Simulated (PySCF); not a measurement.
SnN⁺: energy against distance

Set-up: basis Sn def2-TZVPPD with ECP28, N def2-TZVPPD; scalar-relativistic core potentials; PySCF 2.14. Energies in eV from Sn⁺ + N in their ground configurations at the same level. State: ³Σ⁻ (triplet), unpaired electrons π ↑↑.

Curves on a restricted Hartree–Fock reference rise too fast on stretching and do not dissociate correctly.

| R (Å) | PBE0 | ROHF-CCSD | B2PLYP | PBEsol |
| --- | --- | --- | --- | --- |
| 1.821 | -0.805 |  | -0.657 | -1.231 |
| 1.905 | -1.345 | -0.873 | -1.208 | -1.786 |
| 1.990 | -1.635 | -1.159 | -1.508 | -2.094 |
| 2.054 | -1.733 | -1.255 | -1.613 | -2.208 |
| 2.117 | -1.758 | -1.277 | -1.643 | -2.248 |
| 2.180 | -1.726 | -1.246 | -1.617 | -2.231 |
| 2.265 | -1.622 | -1.146 | -1.516 | -2.146 |
| 2.371 | -1.429 | -0.968 | -1.312 | -1.972 |
| 2.498 | -1.157 | -0.722 | -1.002 | -1.710 |
| 2.667 | -0.817 |  | -0.653 | -1.335 |

**Question.** Put a parabola through the three lowest points of the PBE0 curve and estimate Re, k and ωe (reduced mass 12.54 u; 1 eV/Å² = 0.16022 mdyn/Å; ωe = 1302.8·√(k/μ) cm⁻¹).

**Answer.** Through R = 2.054, 2.117, 2.18 Å the second-order coefficient is 7.18 eV/Å², so Re ≈ 2.113 Å, k ≈ 2.30 mdyn/Å and ωe ≈ 558 cm⁻¹. A polynomial fit of higher order to the unrounded PBE0 energies gives Re = 2.110 Å, k = 2.28 mdyn/Å, ωe = 556 cm⁻¹; anharmonicity and rounding make the difference.

The higher-order fit for each curve: PBE0: Re = 2.110 Å, ωe = 556 cm⁻¹, De = 1.76 eV; ROHF-CCSD: Re = 2.109 Å, ωe = 548 cm⁻¹, De = 1.28 eV; B2PLYP: Re = 2.116 Å, ωe = 551 cm⁻¹, De = 1.64 eV; PBEsol: Re = 2.127 Å, ωe = 535 cm⁻¹, De = 2.25 eV.

Correlated steps freeze 5 core orbitals. ⟨S²⟩ of the unrestricted solution departs from its pure value on part of the curve, where spin states mix. Spin–orbit coupling is left out, which matters for elements this heavy, above all for dissociation energies. For an ion De counts to the pair picked by the measured ionisation energies or electron affinities, which need not be the lowest pair at this level. B2PLYP dipoles, levels and charges come from its SCF part alone. The state was picked by a PBE0 search and need not be the measured ground state.
